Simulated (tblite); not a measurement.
C5H11NP2.
SMILES with atom numbers: `[CH3:1][CH2:2][C:3]1=[CH:4][P@:5]1([PH2:6])=[N:7][CH3:8]` (hydrogens: H9, H10, H11 on C1; H12, H13 on C2; H14 on C4; H15, H16 on P6; H17, H18, H19 on C8)

Cartesian coordinates in Å at the GFN2-xTB level; atoms count from 1:
```
atom  x, y, z in Å
C1     3.2349    0.2921    0.0587
C2     1.9572    0.3729    0.8891
C3     0.7945   -0.1981    0.1781
C4     0.5420   -0.8526   -0.9782
P5    -0.9708   -0.2794   -0.2149
P6    -2.0732   -1.6921    1.0655
N7    -1.7315    0.9520   -0.8253
C8    -3.0900    1.2668   -0.4610
H9     3.1170    0.8490   -0.8678
H10    3.4615   -0.7431   -0.1865
H11    4.0730    0.7088    0.6124
H12    2.0882   -0.1633    1.8353
H13    1.7288    1.4127    1.1405
H14    1.0747   -1.2031   -1.8417
H15   -1.0688   -2.6388    0.9088
H16   -2.7832   -2.1636   -0.0394
H17   -3.1235    2.2389    0.0375
H18   -3.5422    0.5236    0.2133
H19   -3.6986    1.3265   -1.3668
```

Calculated harmonic vibrations of the isolated species, GFN2-xTB (tblite), most abundant isotopes, no scaling. The method is semi-empirical: single wavenumbers can be off by several per cent or more. Modes of hydrogen on phosphorus can be 10 to 20 % off. One conformer, not necessarily the lowest.

Harmonic wavenumbers (cm⁻¹): 40.5, 62.8, 97.7, 109.7, 121.6, 127.6, 176.9, 187.7, 203.8, 215.8, 308.8, 355.8, 376.0, 448.8, 646.1, 677.8, 698.2, 705.0, 760.7, 799.5, 899.9, 978.8, 1021.2, 1049.7, 1062.3, 1089.3, 1096.4, 1099.2, 1101.3, 1225.5, 1263.6, 1316.1, 1406.2, 1412.7, 1447.2, 1466.3, 1493.3, 1495.3, 1501.5, 1629.7, 2260.4, 2342.5, 2835.4, 2932.8, 2938.5, 2961.7, 2961.8, 3035.7, 3039.0, 3043.4, 3082.1.

A = 2225, B = 832.3, C = 685.8 MHz; mass 147.037 u (most abundant isotopes); point group C1, symmetry number 1.

Problem. What is the zero-point energy?

Solution. ½Σν̃ = 31805 cm⁻¹ = 380.47 kJ/mol.

Problem. Entropy at 350 K, 1 bar (ideal gas, RRHO, classical rotation)?

Solution. Translation 174.43, rotation 127.17, vibration 184.31: S = 485.9 J/(mol K).

Problem. And Cp and H(350 K) − H(0)?

Solution. Cp = 196.01 J/(mol K), of which vibrations give 162.75 (their classical limit is 51 R = 424.0); H(350 K) − H(0) = 43.60 kJ/mol without the zero-point energy, 31.96 from vibrations.

Problem. What must be added to the electronic energy to get the Gibbs energy at 350 K and 1 bar?

Solution. ZPE + [H(350 K) − H(0)] − T·S = 380.47 + 43.60 − 170.07 = 254.00 kJ/mol.

Problem. How do the functions run with temperature in this model?

Solution. 
```csv
T (K),S (J/(mol K)),Cp (J/(mol K)),H − H(0) (kJ/mol),G − H(0) (kJ/mol),ln q(vib)
150,356.4,120.5,11.97,-41.49,4.38
250,426.7,157.9,25.89,-80.78,7.94
298.15,456.1,176.4,33.94,-102.04,9.53
400,513.3,214.1,53.85,-151.46,12.73
600,612.1,274.2,103.02,-264.26,18.54
900,735.6,333.9,194.95,-467.06,26.36
```

q(vib) and H(0) count from the zero-point level.

Hindered rotation and anharmonicity are outside this model. Other conformers, if any are populated, would add a mixing term that is left out. The structure is chiral; the term R ln 2 for an equal mix with its mirror image is left out.
